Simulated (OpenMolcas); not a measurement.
## Fe4+: moving or changing the point charges

Fe4+ among 5 point charges of -1 e arranged as a trigonal bipyramid (D3h), 2.08 Å from the ion, with the axial distance 2.226 Å.

| Property | Result |
| --- | --- |
| Program | OpenMolcas 26.06 |
| Method | CASSCF |
| Basis | ANO-RCC-VDZP [5s4p2d1f] |
| Scalar Hamiltonian | DKH2, point nucleus |
| Active space | 4 electrons in 5 orbitals (3d) |
| State averaging | 2S+1 = 5 even, 5 roots; 2S+1 = 3 even, 45 roots; 2S+1 = 1 even, 50 roots |
| Spin-orbit coupling | RASSI with atomic mean-field integrals over the reference wave functions |

Runs around this geometry, states (labels of D3, the rotations of D3h). Energies in cm-1 above the lowest state or level, χT in cm3 K/mol.

```tsv
R (Å)	q (e)	Axial / equatorial distance	Ground state	First state of that spin	First gap with spin-orbit (degeneracies)	χT at 300 K	First state of another spin
2.08	-0.65	1.07	5A1	5E 386.2	108.5 (1, 2)	1.415	3E 26760
1.88	-1	1.07	5A1	5E 900.3	58.8 (1, 2)	1.860	3A2 26868
2.08	-1	1.07	5A1	5E 595.4	84.7 (1, 2)	1.558	2S+1 = 3: 26826
2.23	-1	1.07	5A1	5E 452.3	100.5 (1, 2)	1.444	3E 26787
2.08	-1	1.16	5E	5A1 156.0	48.4 (1, 1)	1.408	2S+1 = 3: 26619
```

Taking the first state of the same spin as R^-n, n = -ln(452.3 / 900.3) / ln(2.23 / 1.88) = 4.0 between the shortest and longest distance.

Scaling the charges by -0.65 / -1 = 0.65 scales the first state of the same spin by 386.2 / 595.4 = 0.65; with fixed orbitals a first-order splitting would follow the charge.

The ground state changes within this set.

Without dynamic correlation the repulsion within the d shell is too large (B by tens of per cent), so at a given field states of lower spin stand too high. Point charges give a weaker field than real ligands, and real ions of this kind are often low spin; the high spin found here belongs to the model. The ground term spreads over less than 5000 cm-1, several times less than with real ligands, so orbital moments are less quenched and χT lies further from the spin-only value than at real sites. Spin-orbit coupling mixes the spin-free states strongly: the lowest level takes only 42 % from its leading state, 5A1 (figures for R = 2.08, q = -0.65, ratio = 1.07; the like holds for R = 2.08, q = -1, ratio = 1.07, R = 2.23, q = -1, ratio = 1.07). An orbital doublet at a regular site is open to a Jahn-Teller distortion, which this geometry leaves out (holds for R = 2.08, q = -1, ratio = 1.16). This is an electrostatic model: the charges have no orbitals. An unlabelled pair can be two single states that coincide in this model. No measured value stands beside these numbers.

A state without a sure symmetry label is named by its multiplicity alone.
